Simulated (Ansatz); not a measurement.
Relaxation of Cl3GaH2O (7 atoms, charge 0, multiplicity 1), to a largest force component of 0.03 eV/Å in at most 50 steps.

All numbers below come from Ansatz, RKS PBE-D4/def2-SVP.

```xyz
7
Properties=species:S:1:pos:R:3
Ga -0.896 0.470 -0.300
Cl 1.151 -2.291 0.524
Cl -1.557 -0.174 -2.225
Cl -2.210 0.640 1.385
H 1.608 -1.101 0.181
O 0.872 1.005 -0.210
H 1.032 1.452 0.645
```

Question: Where does it end, and by what steps?

Answer: The forces met the threshold. After 14 steps the energy has fallen by 1.338 eV; H5 moved furthest, 1.21 Å. Parted: Cl2–H5. Joined: Ga1–Cl2, H5–O6.

```json
{"step": "0", "energy less start (eV)": "0.0000", "largest force component (eV/Å)": "0.934", "accepted": "yes"}
{"step": "1", "energy less start (eV)": "-0.1053", "largest force component (eV/Å)": "0.395", "accepted": "yes"}
{"step": "2", "energy less start (eV)": "-0.1952", "largest force component (eV/Å)": "0.560", "accepted": "yes"}
{"step": "3", "energy less start (eV)": "-0.2689", "largest force component (eV/Å)": "0.532", "accepted": "yes"}
{"step": "4", "energy less start (eV)": "-0.2896", "largest force component (eV/Å)": "1.532", "accepted": "yes"}
{"step": "5", "energy less start (eV)": "-0.4657", "largest force component (eV/Å)": "1.476", "accepted": "yes"}
{"step": "6", "energy less start (eV)": "-0.7332", "largest force component (eV/Å)": "3.966", "accepted": "yes"}
{"step": "7", "energy less start (eV)": "-1.1413", "largest force component (eV/Å)": "1.451", "accepted": "yes"}
{"step": "8", "energy less start (eV)": "-1.1700", "largest force component (eV/Å)": "1.990", "accepted": "yes"}
{"step": "9", "energy less start (eV)": "-1.2904", "largest force component (eV/Å)": "0.589", "accepted": "yes"}
{"step": "10", "energy less start (eV)": "-1.2834", "largest force component (eV/Å)": "0.887", "accepted": "no"}
{"step": "11", "energy less start (eV)": "-1.3234", "largest force component (eV/Å)": "0.136", "accepted": "yes"}
{"step": "12", "energy less start (eV)": "-1.3339", "largest force component (eV/Å)": "0.077", "accepted": "yes"}
{"step": "13", "energy less start (eV)": "-1.3365", "largest force component (eV/Å)": "0.250", "accepted": "yes"}
{"step": "14", "energy less start (eV)": "-1.3379", "largest force component (eV/Å)": "0.010", "accepted": "yes"}
```

```xyz
7
Properties=species:S:1:pos:R:3
Ga -0.720 -0.412 -0.233
Cl 0.304 -2.258 0.310
Cl -1.443 -0.177 -2.246
Cl -1.720 0.660 1.379
H 1.700 0.102 0.216
O 1.031 0.751 -0.098
H 0.849 1.333 0.673
```

Whether the end is a true minimum wasn't checked by a vibrational analysis.

Run time: 22 s on 2 threads of Intel(R) Xeon(R) Platinum 8488C (Sapphire Rapids), with other jobs on the host, peak memory 0.18 GiB.
